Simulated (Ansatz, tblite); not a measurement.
Spin states of SbAs2⁺ (the lowest singlet isomer of a short search), each relaxed with r2SCAN-D4/def2-TZVP in Ansatz. Electronic energies in the gas phase.

In the def2 sets Sb takes a core potential; there is no spin–orbit coupling. The xTB rows come from tblite. B3LYP takes the VWN-RPA correlation. HSE06 is defined as in plane-wave codes, on full-range PBE exchange. Correlated methods freeze 22 core orbitals; core or outer-core shells of As, Sb are correlated, in sets that lack core-valence functions. The structure comes from a short search, and lower isomers may exist.

Singlet geometry (C2v within 0.1 Å):

```csv
atom,x (Å),y (Å),z (Å)
As1,0.684,-1.103,0.476
As2,-1.285,-0.272,-0.429
Sb3,0.602,1.375,-0.048
```

Triplet geometry (Cs within 0.1 Å):

```csv
atom,x (Å),y (Å),z (Å)
As1,-0.595,-0.712,1.150
As2,-0.965,0.122,-0.853
Sb3,1.560,0.590,-0.297
```

Quintet geometry (C2v within 0.1 Å):

```
atom    x (Å)    y (Å)    z (Å)
 As1  -0.8596   0.6167   1.0385
 As2  -0.7761  -0.1647  -1.2523
 Sb3   1.6357  -0.4520   0.2139
```

⟨S²⟩: triplet 2.06 at PBE0-D4/def2-TZVP (pure 2.00), quintet 6.01 at PBE0-D4/def2-TZVP (pure 6.00).

Run but left out: HF/STO-3G (singlet: restricted singlet, unstable in another Hartree–Fock run and untested here); HF/def2-TZVP (singlet: restricted singlet, unstable towards broken spin symmetry); MP2/def2-TZVP (triplet: ⟨S²⟩ 2.56, where a pure state has 2.00).

Only these spin states were relaxed.

```csv
level,triplet − singlet (kJ/mol),quintet − singlet (kJ/mol),lowest of these
GFN2-xTB,116.4,334.1,singlet
LDA (SPW92)/def2-TZVP,139.9,358.7,singlet
BLYP-D4/def2-TZVP,118.0,304.2,singlet
r2SCAN-D4/def2-TZVP,108.1,279.3,singlet
B3LYP-D4/def2-TZVP,118.3,292.4,singlet
PBE0-D4/def2-TZVP,117.8,283.7,singlet
```

Task: Estimate the rows for GFN1-xTB, PBE-D4/def2-TZVP, HSE06-D4/def2-TZVP, CAM-B3LYP-D4/def2-TZVP, RPA@PBE/def2-TZVP.

Result: 
```json
{"level": "GFN1-xTB", "triplet − singlet (kJ/mol)": "143.4", "quintet − singlet (kJ/mol)": "364.3", "lowest of these": "singlet"}
{"level": "PBE-D4/def2-TZVP", "triplet − singlet (kJ/mol)": "121.0", "quintet − singlet (kJ/mol)": "304.4", "lowest of these": "singlet"}
{"level": "HSE06-D4/def2-TZVP", "triplet − singlet (kJ/mol)": "117.1", "quintet − singlet (kJ/mol)": "282.5", "lowest of these": "singlet"}
{"level": "CAM-B3LYP-D4/def2-TZVP", "triplet − singlet (kJ/mol)": "115.3", "quintet − singlet (kJ/mol)": "279.9", "lowest of these": "singlet"}
{"level": "RPA@PBE/def2-TZVP", "triplet − singlet (kJ/mol)": "118.8", "quintet − singlet (kJ/mol)": "295.3", "lowest of these": "singlet"}
```

The xTB methods have no spin-polarisation term.
